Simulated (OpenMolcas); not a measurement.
# Re⁺: effect of the IPEA shift

| Quantity | Value |
| --- | --- |
| Program | OpenMolcas 26.06 |
| Basis | ANO-RCC-VTZP [8s7p5d3f2g1h] |
| Scalar Hamiltonian | DKH2, point nucleus |
| Active space | 6 electrons in 6 orbitals (5d 6s) |
| State averaging | 2S+1 = 7 even, 1 root; 2S+1 = 5 even, 35 roots; 2S+1 = 3 even, 55 roots; 2S+1 = 1 even, 10 roots |
| Spin-orbit coupling | RASSI with atomic mean-field integrals over the reference wave functions, term energies averaged over their components |

Methods on the same reference wave functions:
A. CASSCF
B. MS-CASPT2, IPEA 0 Eh, imaginary shift 0.1 Eh (closed shells correlated: 5s 5p)
C. MS-CASPT2, IPEA 0.25 Eh, imaginary shift 0.1 Eh (closed shells correlated: 5s 5p)

Energies in cm⁻¹ above 5d⁵ 6s ⁷S₃, the measured ground level; measured values from NIST Handbook of Basic Atomic Spectroscopic Data.

| Level | A | B | C | Measured |
| --- | --- | --- | --- | --- |
| 5d⁵ 6s ⁷S₃ | 0.0 | 0.0 | 0.0 | 0.0 |
| 5d⁵ 6s ⁵D₂ [56 %] | 21705 | 15090 | 16100 |  |
| 5d⁵ 6s ⁵D₃ | 22090 | 16100 | 16890 |  |
| 5d⁵ 6s ⁵D₄ | 22165 | 16030 | 16640 |  |
| 5d⁵ 6s ⁵D₁ | 22836 | 15840 | 16840 |  |
| 5d⁵ 6s ⁵D₀ | 23097 | 15700 | 16750 |  |
| 5d⁵ 6s ⁵G₃ [58 %] | 25872 | 21050 | 21700 | 19140 |
| 5d⁵ 6s ⁵G₄ | 26472 | 22220 | 22580 | 20463 |
| 5d⁵ 6s ⁵G₅ | 27051 | 23130 | 23400 | 20976 |
| 5d⁵ 6s ⁵G₆ | 27373 | 23540 | 23800 | 20782 |
| 5d⁵ 6s ¹S₀ [67 %] | 32475 | 24510 | 26150 |  |
| 5d⁵ 6s ³G₅ | 35536 | 27480 | 29310 |  |

Deviations, from unrounded energies. A percentage is the sum of absolute deviations over the sum of measured energies, with the sign that they share, or ± where signs differ.

```json
{"Against measurement": "mean absolute deviation (cm-1)", "Levels": "4", "A": "6400", "B": "2100", "C": "2500"}
{"Against measurement": "other terms of the ground configuration (%)", "Levels": "4", "A": "+31.2", "B": "+10.5", "C": "+12.4"}
```

B lies closest to measurement on these levels and A furthest from it. The largest miss of B in the table is 5d⁵ 6s ⁵G₆, by +2800 cm-1. The ranking rests on the paired levels alone, and a cruder setting can come out closer through cancelling errors.

Between B and C the level of the table that moves most is 5d⁵ 6s ³G₅, by 1800 cm-1 (lowest in B, highest in C). Moves below CASPT2's spread within the term are not significant.

The mean deviations of B to C differ by less than CASPT2's widest spread within a term (540 cm-1), so their order carries little weight.

From A to B the spin-free energies of the other terms of 5d⁵ 6s shown, above ⁷S, scale by factors of 0.70 to 0.84.

The lowest spin-free term lies below A's lowest term by 0.361 hartree in B, 0.345 hartree in C.

CASPT2 does not keep the components of a term degenerate, so their means are used; among the terms shown or strongly mixed into the levels shown the widest spread is 540 cm-1 (5d⁵ 6s ⁵G, C). Without dynamic correlation excited terms often stand tens of per cent too high (terms of higher spin than the ground term too low), and those without a measured partner can miss by more than the paired ones (holds for A). Configurations are named by rounded mean occupations; where the s occupation lies near a half they are strongly mixed, a name can repeat and a true partner stay unpaired (holds for B; C). Measured partners are found by configuration, term and J. A level has none where our copy of the source lacks it or the pairing is in doubt (some pairs that miss far off the trend of their configuration count as doubtful), and it then counts in no deviation. Only configurations of the active space appear. The table leaves out levels that lie high or whose names do not pair safely across all columns.

A share in square brackets marks a mixed level and gives the weight of the term that names it, the lowest over the columns.
